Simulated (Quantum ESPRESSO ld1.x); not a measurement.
The numbers below are computed, except where a source is named.
Task: All-electron atom: P4+ in [He] 2s2 2p5 3s1 3p1 (not the ground configuration). Level of theory: scalar-relativistic Kohn-Sham, Slater X-alpha with alpha = 1, spin-unpolarised, spherical densities, point nucleus (ld1.x of Quantum ESPRESSO 7.5). Some entries of the table are withheld. Estimate them.

orbital  occ.  eigenvalue (Ry)  <1/r> (bohr^-1)
1s          2        -163.7400              (1)
2s          2              (2)            2.959
2p          5         -16.2475              (3)
3s          1              (4)              (5)
3p          1          -4.1857              (6)

Result: 
(1) 1s <1/r> (bohr^-1): 14.72
(2) 2s eigenvalue (Ry): -19.6791
(3) 2p <1/r> (bohr^-1): 2.876
(4) 3s eigenvalue (Ry): -5.0318
(5) 3s <1/r> (bohr^-1): 0.9539
(6) 3p <1/r> (bohr^-1): 0.8841
